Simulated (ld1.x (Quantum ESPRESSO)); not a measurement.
O: ultrasoft pseudisation with PBE, fully relativistic reference atom.

O, ultrasoft, made with ld1.x (Quantum ESPRESSO) 7.5 (PBE, fully relativistic). Core [He], reference 2s2 2p3.5 (charge +0.5). Waves: 2s (bound): rcut 0.75, rcutus 0.85 bohr; 2s channel at 1 Ry: rcut 0.75, rcutus 0.85 bohr; 2p (bound): rcut 1.45, rcutus 2.05 bohr; 2p channel at -0.55 Ry: rcut 1.45, rcutus 2.05 bohr; 3d channel at -0.05 Ry: rc 1.95 bohr. Local part: the d channel. Core correction: none. Augmentation charge: built from norm-conserving waves at rcut, not smoothed further.

Open shells are filled in proportion to 2j + 1 (rel_dist='average').

All-electron outer shells of the reference configuration (PBE, scalar-relativistic, ld1.x):

```
shell  level (eV)  outermost node (bohr)  outermost maximum (bohr)
   2s      -31.39                   0.28                      0.87
   2p      -16.28                      –                      0.81
```

Results:

```
Cutoffs needed                            : 30 Ry and 50 Ry (the cutoffs (Ry, on a coarse ladder) from which the occupation-weighted sum of valence levels, in a spherical-Bessel basis at the reference potential, stays within 10 and 1 mRy of its value at 400 Ry)
Ghost test                                : no extra level below or beside the all-electron valence levels (s, p1/2, p3/2, d3/2, d5/2, f tested) (spherical-Bessel basis up to 400 Ry, 20 bohr box)
Largest excitation error                  : +526 meV (all-electron minus pseudo) for 2s2 2p1, out of 7 test configurations
Lowest eigenvalue of the overlap operator : 0.56 (p1/2 channel)
```

Generation and tests took about 1.1 s on one core of a shared server CPU.
